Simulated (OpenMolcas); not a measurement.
Ge I: the spin-orbit constant, worked from levels

| Quantity | Value |
| --- | --- |
| Program | OpenMolcas |
| Basis | ANO-R1 [5s4p3d1f] |
| Scalar Hamiltonian | X2C, finite nucleus |
| Active space | 2 electrons in 3 orbitals (4p) |
| State averaging | 2S+1 = 3 even, 3 roots; 2S+1 = 1 even, 6 roots |
| Spin-orbit coupling | RASSI with atomic mean-field integrals over the reference wave functions, term energies averaged over their components |

Methods: CASSCF; SS-CASPT2, IPEA 0.25 Eh, imaginary shift 0.1 Eh (closed shells correlated: 3d 4s). Measured levels: NIST Handbook of Basic Atomic Spectroscopic Data.

**The spin-orbit constant.** For the Hund term ³P of p2, E(J) = (A/2) J(J+1) + constant and ζ = 2S·A = 2A. From J = 0 to J = 2 the energy changes by 3 A.

| Source | E(2) - E(0) | A | ζ |
| --- | --- | --- | --- |
| CASSCF | 1193.5 | 397.8 | 796 |
| SS-CASPT2 | 1198.0 | 399.3 | 799 |
| measured | 1410.0 | 470.0 | 940 |

All in cm-1. SS-CASPT2 is off by -15.0 % and CASSCF by -15.4 %. Both methods take the spin-orbit matrix elements from the reference wave functions, so the second can move ζ only through the term energies and any multistate remixing. Second-order mixing with other terms is absorbed into this ζ.

With the s shell closed, the reference lacks s² → p² mixing. Without dynamic correlation excited terms often stand tens of per cent too high (terms of higher spin than the ground term too low), and those without a measured partner can miss by more than the paired ones (holds for CASSCF). Measured partners are found by configuration, term and J. A level has none where our copy of the source lacks it or the pairing is in doubt (some pairs that miss far off the trend of their configuration count as doubtful), and it then counts in no deviation. Only configurations of the active space appear.
